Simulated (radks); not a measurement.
Results of a calculation; reference values are marked as such.
Question: These are the eigenvalues of the occupied orbitals of an atom or ion with whole-number occupations (hartree). Level of theory: non-relativistic Kohn-Sham, BLYP, spin-polarised, spherical densities, point nucleus (a radial shooting solver on a logarithmic mesh with Libxc functionals).

| orbital | eigenvalue |
|---|---|
| 1s up | -2686.412 |
| 1s down | -2686.412 |
| 2s up | -448.9567 |
| 2s down | -448.9535 |
| 2p up | -431.6742 |
| 2p down | -431.6718 |
| 3s up | -105.6631 |
| 3s down | -105.6619 |
| 3p up | -97.51239 |
| 3p down | -97.51109 |
| 3d up | -82.29831 |
| 3d down | -82.29618 |
| 4s up | -22.88958 |
| 4s down | -22.88710 |
| 4p up | -19.37426 |
| 4p down | -19.37162 |
| 4d up | -12.91033 |
| 4d down | -12.90715 |
| 4f up | -4.25051 |
| 4f down | -4.24635 |
| 5s up | -3.88778 |
| 5s down | -3.86615 |
| 5p up | -2.77138 |
| 5p down | -2.74835 |
| 5d up | -1.03972 |
| 5d down | -1.01666 |

Which element is it, and in what charge state? The configuration may be excited. Open shells, if any, are filled with parallel spins first.

Answer: Z = 79, gold, charge +2: Au2+ in [Xe] 4f14 5d9. The list shows which subshells hold electrons but not how many an open one holds; the 1s level, -2686.4 hartree, gives Z - s = 73.3 by -(Z - s)^2/2, which with screening narrows Z to a few neighbours, and the depths of the outer levels then fix element, charge and occupations together.
